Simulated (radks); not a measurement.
The numbers below are computed, except where a source is named.
Mean orbital radii <r> (bohr) of the cadmium ion Cd+, [Kr] 4d10 5s1, at several levels of relativity; Dirac values are averaged over j with weights 2j + 1. Spin-unpolarised spherical Kohn-Sham, LDA (Slater exchange, Perdew-Wang correlation), point nucleus unless stated (finite: rms radius 4.6087 fm), a radial shooting solver on a logarithmic mesh with Libxc functionals. A level marked "c x" has the speed of light scaled by that factor.

\begin{tabular}{lrrrrr}
shell & non-rel. & Dirac, c x 1.25 & Dirac, c x 2 & Dirac, c x 5 & change of magnitude, last against first (%) \\ \hline
1s & 0.03174 & 0.03091 & 0.03142 & 0.03168 & -0.16 \\
2s & 0.1375 & 0.1336 & 0.1360 & 0.1372 & -0.17 \\
2p & 0.1173 & 0.1157 & 0.1167 & 0.1172 & -0.09 \\
3s & 0.3719 & 0.3635 & 0.3687 & 0.3714 & -0.14 \\
3p & 0.3633 & 0.3594 & 0.3618 & 0.3630 & -0.07 \\
3d & 0.3349 & 0.3349 & 0.3349 & 0.3349 & 0.00 \\
4s & 0.9097 & 0.8900 & 0.9021 & 0.9085 & -0.13 \\
4p & 0.9734 & 0.9646 & 0.9700 & 0.9729 & -0.06 \\
4d & 1.262 & 1.270 & 1.265 & 1.262 & +0.04 \\
5s & 2.727 & 2.660 & 2.701 & 2.723 & -0.15 \\
5p (empty) & 3.419 & 3.386 & 3.406 & 3.417 & -0.06 \\
6s (empty) & 6.994 & 6.894 & 6.956 & 6.988 & -0.09 \\
\end{tabular}
